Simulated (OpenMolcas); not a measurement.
An atom or ion with 38 electrons was computed by SS-CASPT2, IPEA 0.25 Eh, imaginary shift 0.1 Eh with spin-orbit coupling (OpenMolcas, ANO-RCC-VQZP, DKH2). The lowest levels that the run gave, each within 12 % of the measured value where one is at hand:

```json
{"J": "2", "Parity": "even", "E (cm-1)": "0.0", "g": "0.670"}
{"J": "3", "Parity": "even", "E (cm-1)": "710", "g": "1.084"}
{"J": "4", "Parity": "even", "E (cm-1)": "1540", "g": "1.250"}
{"J": "2", "Parity": "even", "E (cm-1)": "5470", "g": "1.007"}
{"J": "0", "Parity": "even", "E (cm-1)": "8580", "g": ""}
{"J": "1", "Parity": "even", "E (cm-1)": "8870", "g": "1.501"}
{"J": "2", "Parity": "even", "E (cm-1)": "9380", "g": "1.490"}
{"J": "4", "Parity": "even", "E (cm-1)": "11070", "g": "1.000"}
{"J": "1", "Parity": "even", "E (cm-1)": "19100", "g": "0.499"}
{"J": "2", "Parity": "even", "E (cm-1)": "19480", "g": "1.166"}
{"J": "3", "Parity": "even", "E (cm-1)": "20160", "g": "1.334"}
{"J": "0", "Parity": "even", "E (cm-1)": "23470", "g": ""}
```

Question: Which ion is it, and what are the configurations and terms?

Answer: Zr²⁺ (Z = 40, charge +2; active space 2 electrons in 6 orbitals (4d 5s)). J, parity and g give the terms where levels are pure, and mixed ones are named by the computed weights; the size of the splittings, set against known spectra of the 38-electron sequence, gives the charge. In order, with the measured energies in cm-1 (Moore, Atomic Energy Levels, vol. II, NSRDS-NBS 35 (1971 reprint of NBS Circular 467, 1952); NIST levels as listed in Rynkun, Gaigalas and Jonsson, Astron. Astrophys. 637, A10 (2020)): 4d2 3F2, 4d2 3F3 (681), 4d2 3F4 (1486), 4d2 1D2 (5742), 4d2 3P0 (8062), 4d2 3P1 (8326), 4d2 3P2 (8838), 4d2 1G4 (11049), 4d 5s 3D1 (18399), 4d 5s 3D2 (18803), 4d 5s 3D3, 4d2 1S0 (23979).

CASPT2 breaks the degeneracy within a term, and the mean is taken; among the terms shown or strongly mixed into the levels shown the widest spread is 590 cm-1 (4d2 1G). Terms from blocks run as CI alone lack orbitals of their own. A single d shell beside an s shell can misplace configurations of different d count against each other. Measured partners are found by configuration, term and J. A level has none where our copy of the source lacks it or the pairing is in doubt (some pairs that miss far off the trend of their configuration count as doubtful), and it then counts in no deviation. Only configurations of the active space appear.
